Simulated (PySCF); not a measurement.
Species: C₄H₄FNSi.
Atom-mapped SMILES: `[N:1]#[C:2][C:3]1=[CH:4][C@H:5]([F:6])[SiH2:7]1` (hydrogens: H8 on C4; H9 on C5; H10, H11 on Si7)

Method used: PySCF 2.14.0, PBE0-D3(BJ)/def2-SVP geometry optimisation, gas phase.

Question: List the bond lengths, angles and torsions at this level.

Answer: 
| bond | length (pm) |
| --- | --- |
| N1≡C2 | 116.1 |
| C2–C3 | 141.6 |
| C3=C4 | 135.6 |
| C4–C5 | 150.7 |
| C5–F6 | 137.1 |
| C5–Si7 | 193.2 |
| C3–Si7 | 188.3 |
| C4–H8 | 109.8 |
| C5–H9 | 110.6 |
| Si7–H10 | 149.2 |
| Si7–H11 | 148.8 |

A selection of angles:
| angle | degrees |
| --- | --- |
| N1–C2–C3 | 177.6 |
| C2–C3–C4 | 128.8 |
| C2–C3–Si7 | 139.0 |
| C4–C3–Si7 | 92.2 |
| C3–C4–C5 | 107.0 |
| C3–C4–H8 | 127.7 |
| C5–C4–H8 | 125.3 |
| C4–C5–F6 | 114.1 |
| C4–C5–Si7 | 85.8 |
| C4–C5–H9 | 111.8 |
| F6–C5–Si7 | 119.3 |
| F6–C5–H9 | 108.5 |
| Si7–C5–H9 | 115.8 |
| C5–Si7–H10 | 120.2 |
| C5–Si7–H11 | 114.0 |
| C3–Si7–C5 | 74.3 |
| C3–Si7–H10 | 118.8 |
| C3–Si7–H11 | 114.4 |
| H10–Si7–H11 | 110.9 |

Dihedral angles: C2–C3–C4–C5 174° (antiperiplanar); C3–C4–C5–F6 127° (anticlinal); C4–C5–Si7–C3 -5° (synperiplanar); C2–C3–Si7–C5 -176° (antiperiplanar).

The C–Si distances run from 1.883 Å (C3–Si7, drawn single) to 1.932 Å (C5–Si7, drawn single), a spread of 0.049 Å. The 3 C–C bonds span 1.356 Å (C3=C4, drawn double) to 1.507 Å (C4–C5, drawn single), a spread of 0.151 Å. The 4-membered ring C3–C4–C5–Si7 has internal angles of 74.3° to 107.0° (sum 359°, against 360° for a flat polygon); it is slightly puckered (a soft mode that the optimisation may not have finished), 0.04 Å rms from its mean plane, widest ring torsion 7°. Si7 (SiH2 silicon) has angles from 74.3° to 120.2°.

Point group: C1 (no symmetry element, even within 0.4 Å). PBE0-D3(BJ)/def2-SVP frequencies: not computed here.
